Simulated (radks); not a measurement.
All-electron atom: I45+ in [He] 2s2 2p4. All-electron calculation, Dirac Kohn-Sham, exchange-only PBE, spin-unpolarised, spherical densities, finite nucleus; open shells fill j = l - 1/2 first; Fermi nuclear charge, rms radius 4.75 fm. Program: a radial shooting solver on a logarithmic mesh with Libxc functionals.

Normalised radial functions P(r) = r R(r) (large component), r in bohr:

r	1s1/2	3s1/2	3p1/2
0.002015	1.6401	0.3061	0.0228
0.002501	1.9508	0.3632	0.0306
0.003104	2.3060	0.4278	0.0415
0.003852	2.7050	0.4993	0.0567
0.004781	3.1429	0.5761	0.0779
0.005934	3.6089	0.6548	0.1075
0.007364	4.0836	0.7298	0.1484
0.00914	4.5376	0.7924	0.2046
0.01134	4.9299	0.8303	0.2808
0.01408	5.2088	0.8270	0.3819
0.01747	5.3167	0.7626	0.5124
0.02169	5.1996	0.6159	0.6741
0.02691	4.8228	0.3699	0.8630
0.0334	4.1894	0.0206	1.0646
0.04146	3.3557	-0.4107	1.2481
0.05145	2.4313	-0.8628	1.3615
0.06386	1.5559	-1.2270	1.3327
0.07925	0.8539	-1.3571	1.0820
0.09836	0.3874	-1.1113	0.5548
0.1221	0.1389	-0.4317	-0.2291
0.1515	0.0372	0.5681	-1.1294
0.188	0.0069	1.5738	-1.8878
0.2334	0.0008	2.1791	-2.2233
0.2896	0.0001	2.1297	-2.0051
0.3595	0.0000	1.5369	-1.3848
0.4461	0.0000	0.8057	-0.7099
0.5537	0.0000	0.2930	-0.2564
0.6872	0.0000	0.0689	-0.0607
0.8529	0.0000	0.0096	-0.0086

1s1/2: eigenvalue -36502 eV, 0 radial nodes, <r> = 0.0272 bohr, 90 % of the charge inside 0.0489 bohr. 3s1/2 (empty): eigenvalue -3456.5 eV, 2 radial nodes at r = 0.0338, 0.135 bohr, <r> = 0.267 bohr, 90 % of the charge inside 0.386 bohr. 3p1/2 (empty): eigenvalue -3380.4 eV, 1 radial node at r = 0.115 bohr, <r> = 0.251 bohr, 90 % of the charge inside 0.371 bohr.
